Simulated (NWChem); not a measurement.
System: CH4AlFSe; SMILES [CH3][Al]([F])[SeH]

The following NWChem deck was run.

```
start job
memory heap 200 mb stack 900 mb global 1100 mb
geometry units angstroms
  Al     0.378506    -0.434209     0.930521
  F      1.952564    -0.932191     0.912666
  C     -0.720891    -0.636493     2.565409
  H     -1.580208    -1.293455     2.409295
  H     -1.120304     0.316866     2.920225
  H     -0.123088    -1.064559     3.372817
  Se    -0.431585     0.486431    -1.033631
  H     -1.712263     0.713587    -0.411081
end
basis spherical
  * library def2-svp
end
dft
  xc pbe0
  iterations 150
end
driver
  maxiter 120
end
task dft optimize
task dft freq
```

This build's default masses of Se (78.918 u) and Br (79.917 u) are each other's, which moves their modes by up to 0.6 %. The optimisation ended at a saddle point (imaginary frequency).

The level has its own optimisation; frequencies are unscaled.

Q: Predict the main results of this run. (PBE0/def2-SVP.) Quantities: r Al–F (Å); r Al–C (Å); r Al–Se (Å); r C–H (Å); highest harmonic frequency (cm⁻¹); lowest (cm⁻¹); zero-point energy (kcal/mol); dipole (D).

A: 
```
Quantity                           Value
---------------------------------  -----
r Al–F (Å)                         1.668
r Al–C (Å)                         1.940
r Al–Se (Å)                        2.310
r C–H (Å)                          1.102
highest harmonic frequency (cm⁻¹)   3168
lowest (cm⁻¹)                        -43
zero-point energy (kcal/mol)        29.3
dipole (D)                          2.58
```
